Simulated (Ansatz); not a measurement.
A calculation with Ansatz (development build ahead of 0.2.0).

```yaml
crystal:
  periodic: [false, false, false]
  atoms:
    - { symbol: C, position_ang: [0.0, 0.705, 0.0] }
    - { symbol: C, position_ang: [-1.2211, 1.41, 0.0] }
    - { symbol: C, position_ang: [-2.44219, 0.705, 0.0] }
    - { symbol: C, position_ang: [-2.44219, -0.705, 0.0] }
    - { symbol: C, position_ang: [-1.2211, -1.41, 0.0] }
    - { symbol: C, position_ang: [0.0, -0.705, 0.0] }
    - { symbol: C, position_ang: [1.41, 0.705, 0.0] }
    - { symbol: C, position_ang: [1.41, -0.705, 0.0] }
    - { symbol: C, position_ang: [2.6311, 1.41, 0.0] }
    - { symbol: C, position_ang: [3.85219, 0.705, 0.0] }
    - { symbol: C, position_ang: [3.85219, -0.705, 0.0] }
    - { symbol: C, position_ang: [2.6311, -1.41, 0.0] }
    - { symbol: H, position_ang: [-1.2211, 2.495, 0.0] }
    - { symbol: H, position_ang: [-3.38183, 1.2475, 0.0] }
    - { symbol: H, position_ang: [-3.38183, -1.2475, 0.0] }
    - { symbol: H, position_ang: [-1.2211, -2.495, 0.0] }
    - { symbol: H, position_ang: [2.6311, 2.495, 0.0] }
    - { symbol: H, position_ang: [4.79183, 1.2475, 0.0] }
    - { symbol: H, position_ang: [4.79183, -1.2475, 0.0] }
    - { symbol: H, position_ang: [2.6311, -2.495, 0.0] }
basis:
  gaussian: { orbitals: def2-SVP }
magnetization:
  spin_polarized: true
hamiltonian:
  xc: pbe0
```

The input is written out in the form of the current development build from the run's settings.

Output:

```yaml
Converged: yes
Total_energy: -461.13897 hartree
Spin_squared_of_the_determinant: 0.000
Stability_test: minimum
```
